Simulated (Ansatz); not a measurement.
Harmonic vibrations of EuCl₃ by finite differences.

```yaml
crystal:
  periodic: [false, false, false]
  atoms:
    - {symbol: Eu, position_ang: [0.000883, 0.001068, 0.000008]}
    - {symbol: Cl, position_ang: [2.575781, -0.026085, 0.028697]}
    - {symbol: Cl, position_ang: [-1.268725, 2.241505, -0.006971]}
    - {symbol: Cl, position_ang: [-1.307948, -2.216499, -0.021735]}
basis:
  gaussian: {orbitals: def2-SVP}
magnetization: {spin_polarized: true, initial_magnetization: 6}
hamiltonian: {xc: pbe, dispersion: d4}
scf: {omitted_lower_state_checks: [starts]}
phonons: {temperatures: {t_min: 298.15, t_max: 900, t_step: 200}}
```

```sh
$ ansatz run in.yaml --threads 4 --pin off --events-out ev --progress --plain --max-ram 8704MiB
```

It prints (some lines left out):

```
Functional definition: PBE
basis functions trapped inside cores are left out: 1
mean field -56878.00019075 eV, -2090.2279537168 hartree, gradient 4.5e-6 eV, S^2 12.427815; 0 other end points of the search recorded, 0 dependent functions left out
basis functions trapped inside cores are left out: 1
mean field -56878.00015427 eV, -2090.2279523762 hartree, gradient 7.3e-6 eV, S^2 12.427817; 0 other end points of the search recorded, 0 dependent functions left out
basis functions trapped inside cores are left out: 1
mean field -56878.00015395 eV, -2090.2279523645 hartree, gradient 7.0e-6 eV, S^2 12.427815; 0 other end points of the search recorded, 0 dependent functions left out
basis functions trapped inside cores are left out: 1
mean field -56878.00015384 eV, -2090.2279523606 hartree, gradient 7.1e-6 eV, S^2 12.427817; 0 other end points of the search recorded, 0 dependent functions left out
basis functions trapped inside cores are left out: 1
mean field -56878.00015449 eV, -2090.2279523842 hartree, gradient 7.1e-6 eV, S^2 12.427815; 0 other end points of the search recorded, 0 dependent functions left out
basis functions trapped inside cores are left out: 1
mean field -56878.00019013 eV, -2090.2279536940 hartree, gradient 2.3e-6 eV, S^2 12.427816; 0 other end points of the search recorded, 0 dependent functions left out
basis functions trapped inside cores are left out: 1
mean field -56878.00019012 eV, -2090.2279536938 hartree, gradient 2.4e-6 eV, S^2 12.427816; 0 other end points of the search recorded, 0 dependent functions left out
basis functions trapped inside cores are left out: 1
mean field -56878.00017579 eV, -2090.2279531669 hartree, gradient 1.8e-6 eV, S^2 12.428524; 0 other end points of the search recorded, 0 dependent functions left out
basis functions trapped inside cores are left out: 1
mean field -56878.00015632 eV, -2090.2279524516 hartree, gradient 1.2e-6 eV, S^2 12.427106; 0 other end points of the search recorded, 0 dependent functions left out
basis functions trapped inside cores are left out: 1
mean field -56878.00019068 eV, -2090.2279537141 hartree, gradient 2.8e-6 eV, S^2 12.427808; 0 other end points of the search recorded, 0 dependent functions left out
basis functions trapped inside cores are left out: 1
mean field -56878.00019080 eV, -2090.2279537185 hartree, gradient 1.4e-6 eV, S^2 12.427823; 0 other end points of the search recorded, 0 dependent functions left out
basis functions trapped inside cores are left out: 1
mean field -56878.00019079 eV, -2090.2279537182 hartree, gradient 1.7e-6 eV, S^2 12.427823; 0 other end points of the search recorded, 0 dependent functions left out
basis functions trapped inside cores are left out: 1
mean field -56878.00019057 eV, -2090.2279537104 hartree, gradient 1.1e-6 eV, S^2 12.427807; 0 other end points of the search recorded, 0 dependent functions left out
basis functions trapped inside cores are left out: 1
mean field -56878.00017980 eV, -2090.2279533144 hartree, gradient 1.3e-6 eV, S^2 12.427466; 0 other end points of the search recorded, 0 dependent functions left out
basis functions trapped inside cores are left out: 1
mean field -56878.00018967 eV, -2090.2279536770 hartree, gradient 2.3e-6 eV, S^2 12.428165; 0 other end points of the search recorded, 0 dependent functions left out
basis functions trapped inside cores are left out: 1
mean field -56878.00018068 eV, -2090.2279533467 hartree, gradient 2.7e-6 eV, S^2 12.428432; 0 other end points of the search recorded, 0 dependent functions left out
basis functions trapped inside cores are left out: 1
mean field -56878.00016342 eV, -2090.2279527125 hartree, gradient 1.7e-6 eV, S^2 12.427198; 0 other end points of the search recorded, 0 dependent functions left out
basis functions trapped inside cores are left out: 1
mean field -56878.00019066 eV, -2090.2279537134 hartree, gradient 1.1e-6 eV, S^2 12.427813; 0 other end points of the search recorded, 0 dependent functions left out
basis functions trapped inside cores are left out: 1
mean field -56878.00019071 eV, -2090.2279537155 hartree, gradient 1.4e-6 eV, S^2 12.427817; 0 other end points of the search recorded, 0 dependent functions left out
basis functions trapped inside cores are left out: 1
mean field -56878.00017940 eV, -2090.2279532997 hartree, gradient 1.4e-6 eV, S^2 12.427455; 0 other end points of the search recorded, 0 dependent functions left out
basis functions trapped inside cores are left out: 1
mean field -56878.00018932 eV, -2090.2279536643 hartree, gradient 2.5e-6 eV, S^2 12.428176; 0 other end points of the search recorded, 0 dependent functions left out
basis functions trapped inside cores are left out: 1
mean field -56878.00016418 eV, -2090.2279527404 hartree, gradient 1.7e-6 eV, S^2 12.427204; 0 other end points of the search recorded, 0 dependent functions left out
basis functions trapped inside cores are left out: 1
mean field -56878.00018067 eV, -2090.2279533465 hartree, gradient 2.6e-6 eV, S^2 12.428426; 0 other end points of the search recorded, 0 dependent functions left out
basis functions trapped inside cores are left out: 1
mean field -56878.00019060 eV, -2090.2279537114 hartree, gradient 1.0e-6 eV, S^2 12.427809; 0 other end points of the search recorded, 0 dependent functions left out
basis functions trapped inside cores are left out: 1
mean field -56878.00019076 eV, -2090.2279537174 hartree, gradient 2.5e-6 eV, S^2 12.427821; 0 other end points of the search recorded, 0 dependent functions left out
WARN: phonons: modes at or below zero, which the zero-point energy, F, S and C_V leave out: 2, the lowest at -3.99 cm⁻¹. A minimum has none, and a first-order saddle one
Total energy: -56878.09840515 eV, -2090.2315630295 hartree
Atom 0 at     0.000883     0.001068     0.000008 Å, force     0.000096    -0.000131     0.000001 eV/Å
Atom 1 at     2.575781    -0.026085     0.028697 Å, force    -0.015531     0.000144    -0.000173 eV/Å
Atom 2 at    -1.268725     2.241505    -0.006971 Å, force     0.007551    -0.013467     0.000041 eV/Å
Atom 3 at    -1.307948    -2.216499    -0.021735 Å, force     0.007883     0.013454     0.000131 eV/Å
Dipole moment:     0.001448     0.001742     0.000013 e Å
Vibrations: -3.99 -3.59 29.47 257.32 280.50 280.60 cm⁻¹, zero-point energy 0.052562 eV
Checks for a lower state left out: starts
```

It took 91 s on 4 threads of AMD EPYC 7R43 on a shared host.

In the def2 sets Eu takes a core potential; there is no spin–orbit coupling. With an open 4f shell the SCF may have ended on a state above the lowest. The charge 0 septet is spin-contaminated (final ⟨S²⟩ up to 12.43, 12.00 for a pure state).
